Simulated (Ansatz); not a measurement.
Ideal-gas functions of C₂H₃F₂Ga, SMILES `F/C=[C](/F)[GaH2]` at 500 K and 1 bar, from an Ansatz frequency run at PBE0-D4/def2-TZVP.

Molar mass 134.76 g/mol, point group Cs (symmetry number 1), electronic degeneracy 1, moments of inertia 119.606, 227.126, 346.732 u Å². Harmonic wavenumbers (cm⁻¹, unscaled): 132, 138, 267, 274, 359, 437, 538, 595, 621, 738, 889, 1164, 1200, 1310, 1688, 2004, 2015, 3201.

Use S(trans) = R[1.5 ln M + 2.5 ln T − 1.1517]; rotational temperatures θ = 24.2544 K / I; S(rot) = R[ln(√π/σ · √(T³/θAθBθC)) + 1.5]; for each mode x = 1.438777 ν̃/T, S = R[x/(eˣ − 1) − ln(1 − e⁻ˣ)] and H = RT x/(eˣ − 1); 1 cm⁻¹ = 0.0119627 kJ/mol; R = 8.31446 J/(mol·K).

Task: By hand: the entropy, in J/(mol·K).

Result: Translation 180.8. Rotation: θ = 0.2028, 0.1068, 0.07 K, giving 121.7. Vibration, mode by mode: 16.41, 16.05, 10.71, 10.50, 8.40, 6.94, 5.46, 4.79, 4.51, 3.46, 2.46, 1.31, 1.21, 0.93, 0.38, 0.18, 0.17, 0.01, in all 93.9. Electronic 0.0. Sum 396.4 J/(mol·K).

Task: By hand: H − E and G − E in kJ/mol, counted from the electronic energy.

Result: Zero-point energy ½ × 17570 × 0.0119627 = 105.1; thermal vibration 25.3; translation, rotation and pV give 4 RT = 16.6. H − E = 147.0 kJ/mol, and G − E = 147.0 − 500 × 396.4/1000 = -51.2 kJ/mol.

Vibration gives 24 % of the entropy, 32.5 J/(mol·K) of it from the modes under 150 cm⁻¹: soft modes count most, and the harmonic formula is weakest for them.
